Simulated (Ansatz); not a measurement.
`[NH2][Sn]([Cl])[Cl]` radical. The species carries charge 0 and has multiplicity 2. Sn: def2 effective core potential.

```json
{"atom": "N1", "x (Å)": "-0.6807", "y (Å)": "-0.7924", "z (Å)": "-0.3589"}
{"atom": "Sn2", "x (Å)": "0.9261", "y (Å)": "0.3961", "z (Å)": "0.0492"}
{"atom": "Cl3", "x (Å)": "0.9718", "y (Å)": "0.4818", "z (Å)": "2.3926"}
{"atom": "Cl4", "x (Å)": "0.2720", "y (Å)": "2.5037", "z (Å)": "-0.7453"}
{"atom": "H5", "x (Å)": "-0.5930", "y (Å)": "-1.7333", "z (Å)": "0.0110"}
{"atom": "H6", "x (Å)": "-0.8963", "y (Å)": "-0.8560", "z (Å)": "-1.3486"}
```

(1) List the harmonic frequencies (cm⁻¹, unscaled) at PBE0-D4/def2-TZVP in Ansatz. (Best estimate.)

(2) Is this a minimum?

(3) Give the ideal-gas thermochemistry at 298.15 K and 1 bar (rigid rotor, harmonic oscillator; point group Cs, symmetry number 1).

(4) And at 400, 500, 600, 800 and 1000 K?

Results:

(1) Ansatz gave: 95, 100, 142, 218, 346, 358, 519, 629, 799, 1550, 3513, 3619.

(2) Yes, all 12 modes are real.

(3) Zero-point energy 71.1 kJ/mol; H(298) − E = 91.1 kJ/mol; entropy 363.3 J/(mol·K), of which translation 175.3, rotation 118.2, vibration 64.0, electronic 5.8; G(298) − E = -17.2 kJ/mol. Modes under 100 cm⁻¹ are hindered rotations or soft bends, so the harmonic entropy is rough.

(4) 
| T (K) | H − E (kJ/mol) | S (J/mol/K) | G − E (kJ/mol) |
| --- | --- | --- | --- |
| 400 | 100.7 | 390.9 | -55.7 |
| 500 | 110.6 | 413.2 | -95.9 |
| 600 | 121.0 | 432.1 | -138.2 |
| 800 | 142.6 | 463.1 | -227.9 |
| 1000 | 165.1 | 488.2 | -323.1 |
